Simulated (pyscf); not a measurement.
This saddle point was located with ωB97X-D3(BJ)/def2-SVP in PySCF.

```xyz
4

N      0.0979    -1.9924    -1.3016
Si    -0.6586    -0.6756    -0.6794
H      0.3551    -1.3723     0.2476
H     -2.1427    -0.4755    -0.5116
```
Charge 0, spin multiplicity 2.

Surface: doublet, charge 0. Lowest wavenumbers (cm⁻¹): 1535i, 419, 661, 1059, 2060.

What reaction is this the transition state of?

[HN=SiH]• (SMILES N=[SiH]) <-> [N=SiH₂]• (SMILES [N]=[SiH2]), a hydrogen shift read from left to right: H–N broken and H–Si formed. At ωB97M-D3(BJ)/def2-TZVP it lies +2.69 eV from the left side and +1.44 eV from the right (each side as separated species at their lowest minima found). This is the saddle that the search found; another between the same sides may lie lower.
